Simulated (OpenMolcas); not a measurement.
**Fe4+: moving or changing the point charges**

Fe4+ among 4 point charges of -3 e arranged as a tetrahedron (Td), 1.87 Å from the ion.

```
Program             : OpenMolcas
Method              : SS-CASPT2, IPEA 0.25 Eh, imaginary shift 0.1 Eh (closed shells correlated: 3s 3p)
Basis               : ANO-RCC-VDZP [5s4p2d1f]
Scalar Hamiltonian  : DKH2, point nucleus
Active space        : 4 electrons in 5 orbitals (3d)
State averaging     : 2S+1 = 5 even, 5 roots; 2S+1 = 3 even, 45 roots; 2S+1 = 1 even, 50 roots
Spin-orbit coupling : RASSI with atomic mean-field integrals over the reference wave functions
```

Runs around this geometry, states (labels of Td). Energies in cm-1 above the lowest state or level, χT in cm3 K/mol; under a threefold ground state the first gap can be a small split of the lowest multiplet, not the spin-orbit step.

```csv
R (Å),q (e),Ground state,First state of that spin,First gap with spin-orbit (degeneracies),χT at 300 K,First state of another spin
1.87,-1.5,5T2,5E 1070,"120 (1, 3)",1.615,3T1 26090
1.75,-3,5T2,5E 2660,"81 (1, 3)",1.921,3T1 25350
1.87,-3,5T2,5E 2040,"94 (1, 3)",1.836,3T1 25670
2.03,-3,5T2,5E 1450,"110 (1, 3)",1.720,3T1 26050
```

Taking the first state of the same spin as R^-n, n = -ln(1450 / 2660) / ln(2.03 / 1.75) = 4.1 between the shortest and longest distance.

Scaling the charges by -1.5 / -3 = 0.50 scales the first state of the same spin by 1070 / 2040 = 0.52; with fixed orbitals a first-order splitting would follow the charge.

Roots that are degenerate in the reference are averaged as groups; the widest CASPT2 spread within a group is 460 cm-1 (the 3-fold group of multiplicity 3 near 66100 cm-1 above the lowest state of its run, R = 1.87, q = -1.5). Shifts and gaps below about the spread of the groups concerned are not significant. An orbital triplet at a regular site is open to Jahn-Teller coupling, which can distort the site and quench the lowest spin-orbit gaps and is left out. The ground term spreads over less than 5000 cm-1, several times less than with real ligands, so orbital moments are less quenched and χT lies further from the spin-only value than at real sites. Free-ion shares, where given, are those of the reference states; single-state CASPT2 does not remix them. This is an electrostatic model: the charges have no orbitals. No measured value stands beside these numbers.
